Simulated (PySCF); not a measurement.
This PySCF input asks for the NMR shieldings of `S(=O)(=O)(O)c1cccc[s+]1`, [C$_{5}$H$_{5}$O$_{3}$S$_{2}$]+; the geometry comes from GFN2-xTB.

```python
import basis_set_exchange as bse
import numpy as np
from pyscf import gto, dft
from pyscf.prop import nmr

atoms = """
O     2.921820    0.969342    0.513292
S     2.222193   -0.239542    0.730513
O     2.192836   -0.893754    1.990125
O     2.523530   -1.267941   -0.433762
C     0.453009   -0.024378    0.376859
C    -0.072679    0.869006   -0.515883
C    -1.446717    0.999879   -0.718248
C    -2.371656    0.225937   -0.023509
C    -2.009653   -0.716065    0.914053
S    -0.411985   -1.071784    1.370378
H     3.369874   -1.146723   -0.874684
H     0.620806    1.494738   -1.062653
H    -1.802648    1.725715   -1.435344
H    -3.424594    0.372164   -0.225688
H    -2.768550   -1.288606    1.430189
"""
names = dict.fromkeys(["O", "S", "C", "H"], "pcSseg-1")
basis = {el: gto.basis.parse(bse.get_basis(n, elements=[el], fmt="nwchem")) for el, n in names.items()}
mol = gto.M(atom=atoms, basis=basis, charge=1, verbose=0)
mf = dft.RKS(mol, xc="PBE0")
mf.grids.level = 2
mf.grids.alignment = dft.numint.BLKSIZE   # the property module wants whole blocks of grid points
mf.conv_tol = 1e-9
mf.kernel()

calc = nmr.RKS(mf)   # GIAO
C = mf.mo_coeff
Co = C[:, mf.mo_occ > 0]
resp = mf.gen_response(singlet=True, hermi=2)
def vind(x):   # induced exchange potential for any number of trial vectors
    d = np.einsum("pi,xij,qj->xpq", C, 2 * x.reshape(-1, C.shape[1], Co.shape[1]), Co, optimize=True)
    return np.einsum("xpq,pi,qj->xij", resp(d - d.transpose(0, 2, 1)), C, Co, optimize=True).ravel()
mo1, _ = nmr.rhf.solve_mo1(calc, with_cphf=vind)
sigma = calc.kernel(mo1)
for i, s in enumerate(sigma):   # ppm
    w = np.linalg.eigvalsh((s + s.T) / 2)
    print("%2d %-2s iso %8.1f  s11 %8.1f  s22 %8.1f  s33 %8.1f" % (i, mol.atom_pure_symbol(i), w.mean(), *w))
```

Problem. Give the expected output.

Solution. 
```
 0 O  iso    102.1  s11     65.4  s22    105.2  s33    135.7
 1 S  iso    220.1  s11     44.6  s22    149.8  s33    466.0
 2 O  iso     82.5  s11     56.2  s22     87.8  s33    103.4
 3 O  iso    128.2  s11     43.9  s22     82.3  s33    258.3
 4 C  iso     -0.5  s11    -97.2  s22    -27.6  s33    123.4
 5 C  iso     46.5  s11    -53.3  s22      7.9  s33    185.1
 6 C  iso     25.9  s11    -80.5  s22    -25.9  s33    184.0
 7 C  iso     41.4  s11    -71.9  s22      7.4  s33    188.6
 8 C  iso     13.9  s11   -116.2  s22    -11.5  s33    169.4
 9 S  iso    126.8  s11   -145.5  s22    -65.7  s33    591.6
10 H  iso     25.2  s11     19.6  s22     20.4  s33     35.7
11 H  iso     22.2  s11     17.7  s22     21.4  s33     27.5
12 H  iso     22.2  s11     18.5  s22     22.1  s33     25.9
13 H  iso     22.4  s11     18.4  s22     23.0  s33     25.7
14 H  iso     21.6  s11     18.1  s22     20.4  s33     26.3
```

These numbers come from an equivalent density-fitted implementation of the same equations, which agrees with the script to about 0.01 ppm for H and up to a few tenths of a ppm for heavy atoms, so last digits may differ.

Problem. Turn these shieldings into chemical shifts. Referencing at the same level of theory: H2O for ¹⁷O (σ = 336.08 ppm); ³³S (σ = 503.73 ppm) against CS2; TMS for ¹³C (σ = 186.93 ppm), ¹H (σ = 31.72 ppm).

Solution. Averaging equivalent atoms: O 0/2: 243.8; O 3: 207.9; S 9: 377; S 1: 284; C 4: 187.4; C 8: 173.0; C 6: 161.0; C 7: 145.6; C 5: 140.4; H 14: 10.11; H 12: 9.55; H 11: 9.50; H 13: 9.36; H 10: 6.49 ppm. Experimental scales use liquid or dissolved standards, which lie at an offset from isolated H2O (liquid H2O: subtract about 36 ppm).

Size and cost of the density-fitted run: 209 basis functions, 42 s wall time on 1 thread of an Arm Neoverse V2, shared host; peak memory 0.93 GiB.
